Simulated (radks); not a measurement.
The numbers below are computed, except where a source is named.
Problem. Neutral ytterbium, [Xe] 4f14 6s2. Level of theory: non-relativistic Kohn-Sham, LDA (Slater exchange, Perdew-Wang correlation), spin-polarised, spherical densities, point nucleus (a radial shooting solver on a logarithmic mesh with Libxc functionals). Every spin shell is full or empty, so the densities are truly spherical. Functionals are evaluated on that one density, not self-consistently. Rank these exchange functionals by their error against the exact value of the orbitals, and give that value: LDA, PBE, revPBE, RPBE, PW91, PW86, AM05, TPSS, SCAN, r2SCAN.

Solution. Exact: -275.718 hartree. From best to worst, with 100 (|E| - |E exact|)/|E exact| (equal figures are ties): revPBE +0.03, PW86 -0.04, r2SCAN +0.05, RPBE +0.07, PBE -0.07, TPSS -0.12, SCAN +0.30, PW91 +0.33, AM05 -3.56, LDA -3.78.
